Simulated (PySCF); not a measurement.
Co(OH)3 (CoH3O3), SMILES [OH][Co]([OH])[OH] (connectivity only; charge and spin as stated), neutral, multiplicity 5.

The structure is a stationary point at PBE0-D3(BJ)/def2-SVP. The multiplicity is an assumed one; other spin states were not compared. One conformer was computed; it need not be the lowest.

The numbers are results of PBE0-D3(BJ)/def2-SVP in PySCF 2.14.0, not measurements.

Frequencies are harmonic and unscaled.

```csv
mode,ν (cm⁻¹),IR (km/mol),moving atoms (share of kinetic energy)
1,102,68.4,"H 71 %, Co 16 %, O 12 %"
2,136,12.3,"O 68 %, H 17 %, Co 16 %"
3,177,2.6,"O 71 %, Co 15 %, H 14 %"
4,197,15.8,"H 54 %, O 26 %, Co 20 %"
5,253,107.6,"H 68 %, O 24 %"
6,371,195.7,"H 83 %, O 15 %"
7,420,217.0,"H 82 %, O 17 %"
8,509,92.8,"H 77 %, O 23 %"
9,634,157.4,"H 80 %, O 19 %"
10,658,0.8,"O 92 %, H 8 %"
11,722,95.9,"O 62 %, Co 30 %, H 8 %"
12,748,75.0,"O 54 %, Co 30 %, H 16 %"
13,3895,170.0,H 94 %
14,3921,109.5,H 94 %
15,3940,164.8,H 94 %
```
